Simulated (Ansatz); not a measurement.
Born–Oppenheimer molecular dynamics of CH$_{5}$AlF$_{2}$O (10 atoms, charge 0, multiplicity 1). It starts at the highest image of a converged band. Of that band: A vibrational analysis at the climbing image gives 2 clearly imaginary modes (1314i, 95i cm⁻¹): a point of higher order, so a lower path passes nearby.

These are results of RKS B3LYP/def2-SVP (Ansatz), not measurements.

```
ensemble                      : NVE (velocity Verlet)
time step                     : 0.5 fs
steps asked                   : 200
starting velocities drawn for : 300 K
seed                          : 10898
```

Frames 0.5 fs apart, positions in Å, forces in eV/Å.

Velocities at 90 fs (Å/ps):

```
Al -6.30 2.71 -0.27
C 0.11 -11.68 2.22
F -0.05 8.12 1.09
F -0.06 10.87 -4.14
H -9.24 -27.54 1.75
O 9.09 -14.90 1.15
H 23.55 12.82 -0.09
H 14.10 -23.47 18.44
H 19.15 -32.88 4.05
H -22.49 16.33 -3.96
```

```xyz
10
Properties=species:S:1:pos:R:3:forces:R:3 time_fs=90 energy_less_start_eV=-0.552 T=834
Al 0.211 -0.754 0.195 -1.01 -0.78 -1.88
C 1.453 0.631 -0.483 -1.10 0.69 -0.99
F -0.681 -1.819 -0.940 1.15 0.93 0.64
F 0.475 -1.575 1.604 0.10 -0.28 0.82
H -1.962 -1.018 1.422 0.21 1.06 -0.66
O -1.851 -0.389 0.650 0.53 -0.27 1.97
H 0.897 1.592 -0.362 -0.02 -0.16 0.00
H 2.420 0.869 -0.012 0.05 -0.58 0.00
H 1.552 0.568 -1.618 0.17 -0.17 1.14
H -2.158 -0.955 -0.063 -0.09 -0.42 -1.05
10
Properties=species:S:1:pos:R:3:forces:R:3 time_fs=90.5 energy_less_start_eV=-0.555 T=838
Al 0.208 -0.752 0.195 -1.04 -0.75 -1.91
C 1.453 0.625 -0.482 -0.85 0.87 -0.84
F -0.681 -1.815 -0.940 1.15 0.88 0.57
F 0.475 -1.570 1.602 0.13 -0.34 0.92
H -1.966 -1.030 1.422 0.26 1.14 -0.79
O -1.847 -0.397 0.651 0.45 -0.30 2.13
H 0.909 1.599 -0.362 0.03 -0.29 -0.05
H 2.427 0.857 -0.003 -0.18 -0.64 -0.12
H 1.561 0.551 -1.614 0.14 -0.13 1.13
H -2.169 -0.947 -0.066 -0.09 -0.43 -1.04
10
Properties=species:S:1:pos:R:3:forces:R:3 time_fs=91 energy_less_start_eV=-0.567 T=849
Al 0.205 -0.751 0.195 -1.06 -0.72 -1.93
C 1.452 0.620 -0.481 -0.62 1.02 -0.63
F -0.680 -1.811 -0.939 1.15 0.82 0.50
F 0.475 -1.564 1.600 0.15 -0.40 1.00
H -1.970 -1.040 1.421 0.28 1.14 -0.82
O -1.842 -0.404 0.652 0.33 -0.34 2.04
H 0.920 1.604 -0.362 0.07 -0.40 -0.09
H 2.433 0.843 0.006 -0.40 -0.68 -0.22
H 1.571 0.534 -1.608 0.12 -0.09 1.04
H -2.180 -0.940 -0.072 -0.03 -0.34 -0.90
10
Properties=species:S:1:pos:R:3:forces:R:3 time_fs=91.5 energy_less_start_eV=-0.585 T=866
Al 0.202 -0.750 0.194 -1.07 -0.69 -1.94
C 1.452 0.614 -0.480 -0.41 1.13 -0.39
F -0.680 -1.807 -0.938 1.13 0.76 0.43
F 0.475 -1.559 1.598 0.18 -0.45 1.08
H -1.973 -1.047 1.417 0.28 1.05 -0.74
O -1.837 -0.412 0.653 0.17 -0.36 1.74
H 0.932 1.609 -0.363 0.10 -0.49 -0.13
H 2.439 0.827 0.015 -0.58 -0.70 -0.30
H 1.582 0.517 -1.600 0.10 -0.06 0.89
H -2.192 -0.935 -0.080 0.09 -0.19 -0.64
10
Properties=species:S:1:pos:R:3:forces:R:3 time_fs=92 energy_less_start_eV=-0.606 T=886
Al 0.198 -0.749 0.193 -1.07 -0.65 -1.93
C 1.452 0.609 -0.480 -0.25 1.20 -0.11
F -0.680 -1.802 -0.937 1.11 0.69 0.34
F 0.475 -1.554 1.596 0.20 -0.50 1.15
H -1.975 -1.051 1.411 0.26 0.87 -0.57
O -1.832 -0.420 0.655 0.00 -0.32 1.27
H 0.945 1.612 -0.364 0.12 -0.55 -0.17
H 2.443 0.810 0.022 -0.71 -0.71 -0.35
H 1.593 0.500 -1.589 0.09 -0.03 0.67
H -2.204 -0.929 -0.089 0.25 0.00 -0.32
10
Properties=species:S:1:pos:R:3:forces:R:3 time_fs=92.5 energy_less_start_eV=-0.624 T=904
Al 0.194 -0.748 0.192 -1.06 -0.62 -1.91
C 1.451 0.604 -0.479 -0.13 1.23 0.18
F -0.679 -1.798 -0.937 1.09 0.62 0.25
F 0.475 -1.548 1.595 0.22 -0.54 1.22
H -1.977 -1.054 1.404 0.21 0.61 -0.30
O -1.828 -0.427 0.656 -0.17 -0.21 0.68
H 0.957 1.614 -0.365 0.12 -0.57 -0.20
H 2.446 0.791 0.029 -0.80 -0.70 -0.37
H 1.603 0.482 -1.577 0.09 -0.01 0.41
H -2.214 -0.924 -0.099 0.43 0.18 0.04
10
Properties=species:S:1:pos:R:3:forces:R:3 time_fs=93 energy_less_start_eV=-0.636 T=915
Al 0.191 -0.747 0.191 -1.05 -0.58 -1.88
C 1.451 0.600 -0.478 -0.05 1.22 0.47
F -0.678 -1.793 -0.936 1.06 0.54 0.16
F 0.475 -1.543 1.593 0.24 -0.58 1.27
H -1.978 -1.055 1.397 0.13 0.29 0.05
O -1.823 -0.435 0.658 -0.31 0.00 0.04
H 0.970 1.615 -0.366 0.11 -0.56 -0.23
H 2.447 0.770 0.035 -0.83 -0.67 -0.36
H 1.615 0.465 -1.563 0.09 -0.01 0.12
H -2.224 -0.918 -0.109 0.60 0.34 0.37
10
Properties=species:S:1:pos:R:3:forces:R:3 time_fs=93.5 energy_less_start_eV=-0.639 T=918
Al 0.187 -0.746 0.190 -1.02 -0.53 -1.83
C 1.450 0.595 -0.478 -0.01 1.16 0.73
F -0.677 -1.788 -0.935 1.03 0.46 0.06
F 0.475 -1.538 1.592 0.26 -0.61 1.31
H -1.979 -1.055 1.389 0.04 -0.07 0.43
O -1.818 -0.443 0.660 -0.41 0.29 -0.60
H 0.983 1.614 -0.368 0.09 -0.51 -0.24
H 2.446 0.748 0.040 -0.82 -0.62 -0.33
H 1.626 0.448 -1.550 0.10 -0.01 -0.19
H -2.232 -0.912 -0.118 0.74 0.45 0.65
10
Properties=species:S:1:pos:R:3:forces:R:3 time_fs=94 energy_less_start_eV=-0.637 T=916
Al 0.183 -0.745 0.189 -0.98 -0.49 -1.78
C 1.450 0.591 -0.477 -0.02 1.06 0.94
F -0.676 -1.784 -0.934 1.00 0.38 -0.04
F 0.475 -1.533 1.591 0.27 -0.63 1.35
H -1.980 -1.056 1.383 -0.06 -0.42 0.80
O -1.814 -0.450 0.662 -0.47 0.62 -1.15
H 0.996 1.612 -0.371 0.05 -0.43 -0.26
H 2.442 0.724 0.045 -0.75 -0.57 -0.26
H 1.637 0.430 -1.537 0.11 -0.02 -0.47
H -2.239 -0.904 -0.126 0.84 0.50 0.87
10
Properties=species:S:1:pos:R:3:forces:R:3 time_fs=94.5 energy_less_start_eV=-0.633 T=913
Al 0.179 -0.744 0.187 -0.93 -0.45 -1.71
C 1.449 0.587 -0.476 -0.05 0.92 1.08
F -0.675 -1.779 -0.933 0.96 0.29 -0.15
F 0.475 -1.528 1.590 0.29 -0.65 1.37
H -1.981 -1.057 1.378 -0.15 -0.70 1.10
O -1.809 -0.458 0.664 -0.49 0.94 -1.54
H 1.010 1.609 -0.374 0.01 -0.31 -0.27
H 2.437 0.699 0.048 -0.64 -0.51 -0.17
H 1.649 0.413 -1.525 0.11 -0.03 -0.71
H -2.244 -0.895 -0.132 0.89 0.50 0.99
10
Properties=species:S:1:pos:R:3:forces:R:3 time_fs=95 energy_less_start_eV=-0.635 T=914
Al 0.175 -0.743 0.185 -0.88 -0.40 -1.63
C 1.449 0.583 -0.474 -0.11 0.73 1.11
F -0.674 -1.774 -0.932 0.92 0.20 -0.26
F 0.476 -1.524 1.590 0.30 -0.67 1.39
H -1.983 -1.060 1.376 -0.21 -0.87 1.25
O -1.805 -0.465 0.665 -0.48 1.20 -1.69
H 1.023 1.606 -0.378 -0.03 -0.17 -0.27
H 2.431 0.673 0.052 -0.50 -0.44 -0.05
H 1.661 0.395 -1.514 0.10 -0.03 -0.87
H -2.246 -0.885 -0.135 0.88 0.44 1.02
10
Properties=species:S:1:pos:R:3:forces:R:3 time_fs=95.5 energy_less_start_eV=-0.644 T=923
Al 0.171 -0.743 0.183 -0.82 -0.36 -1.53
C 1.448 0.580 -0.473 -0.18 0.52 1.03
F -0.672 -1.769 -0.931 0.88 0.11 -0.37
F 0.476 -1.519 1.589 0.31 -0.68 1.39
H -1.985 -1.065 1.377 -0.23 -0.88 1.22
O -1.800 -0.472 0.666 -0.46 1.35 -1.57
H 1.036 1.602 -0.383 -0.08 0.00 -0.26
H 2.423 0.645 0.055 -0.32 -0.37 0.08
H 1.674 0.378 -1.506 0.08 -0.02 -0.94
H -2.246 -0.874 -0.136 0.80 0.34 0.95
```

Of the whole run (100 fs, mean temperature of the second half 754 K): The conserved energy stayed within 0.12 meV per atom of its start (net change 0.048 meV per atom), so the integration is sound. The kinetic energy rose, since the run started high on the potential surface and went downhill. A run of 0.1 ps of so small a system gives no equilibrium averages. The orbitals stay closed-shell, which can raise the energy where a bond breaks towards radicals; this wasn't checked here.

Run time: 3.2 min on 2 threads of AMD EPYC 9R45 96-Core Processor (Zen 5), on a shared host, peak memory 0.22 GiB.
